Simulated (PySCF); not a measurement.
A structure optimised at PBE-D3(BJ)/def2-SVP, used in a PySCF frequency run:

```xyz
11

Ga     0.0166    -0.3777     0.0000
N      0.7535     1.2860     0.0000
C      0.0083     2.5317     0.0000
H      1.7682     1.3989     0.0000
H      0.2158     3.1604    -0.8978
H      0.2158     3.1604     0.8978
H     -1.0796     2.3206     0.0000
O     -1.7799    -0.4805     0.0000
H     -2.0671    -1.4116     0.0000
O      0.9314    -1.9346     0.0000
H      1.8949    -1.7903     0.0000
```
Charge 0, spin multiplicity 1.

Task: Write its SMILES, formula and point group.

Result: C[NH][Ga]([OH])[OH], CH6GaNO2, Cs

Task: What are its rotational constants (standard atomic weights)?

Result: 5.8426, 2.4369, 1.7389 GHz
